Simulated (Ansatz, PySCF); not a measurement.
Caution: the highest occupied level lies above zero, so the state may not be bound. Caution: the restricted solution is unstable towards spin-unrestricted or complex orbitals, so a lower solution exists and this singlet may not be the ground state. This singlet is an excited state, 0.15 eV above the relaxed triplet at the level frozen-core CCSD(T)/aug-cc-pVTZ // PBE-D3(BJ)/def2-SVPD (Ansatz, an electronic-structure program).

Cartesian coordinates (Å):
```xyz
4

B     -0.8279     0.5471     0.0347
C      0.6214     0.0533     0.0116
N      1.7947    -0.1761     0.0068
H     -1.5882    -0.4244    -0.0531
```
Charge -1, spin multiplicity 1.

**Question.** What total energy and HOMO does PBE-D3(BJ)/def2-TZVPD // PBE-D3(BJ)/def2-SVPD run with PySCF 2.14.0 give?

**Answer.** 
The total energy is -118.1337 Ha and the HOMO is 1.35 eV.
